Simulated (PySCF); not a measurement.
## Vibration and rotation of CaCl

UHF-CCSD(T) constants of CaCl, ²Σ⁺ (doublet), unpaired electrons σ ↑ (Ca x2c-TZVPPall, Cl x2c-TZVPPall; spin-free X2C with a Gaussian nucleus (PySCF 2.14); masses 39.9626 and 34.9689 u):

* ωe: 363.5 cm⁻¹
* ωexe: 1.35 cm⁻¹
* Be: 0.14763 cm⁻¹
* αe: 0.000776 cm⁻¹
* D (centrifugal): 9.74e-08 cm⁻¹
* De to Ca + Cl: 3.83 eV

Task: Give the vibrational terms G(v) and spacings up to v = 6.

Result: G(v) = ωe(v+½) − ωexe(v+½)².

| v | G(v) (cm⁻¹) | G(v) − G(v−1) | Bv (cm⁻¹) |
| --- | --- | --- | --- |
| 0 | 181.4 |  | 0.1472 |
| 1 | 542.2 | 360.8 | 0.1465 |
| 2 | 900.3 | 358.1 | 0.1457 |
| 3 | 1255.7 | 355.4 | 0.1449 |
| 4 | 1608.4 | 352.7 | 0.1441 |
| 5 | 1958.4 | 350.0 | 0.1434 |
| 6 | 2305.7 | 347.3 | 0.1426 |

Task: How well does the Morse estimate ωe²/(4ωexe) reproduce De, and what is D0?

Result: It gives 3.03 eV, 79 % of the computed De. D0 = De − G(0) = 3.83 − 0.02 = 3.81 eV.

Correlated steps freeze 10 core orbitals. The state is the lowest determinant that a PBE0 search found; another state may lie lower at other levels.
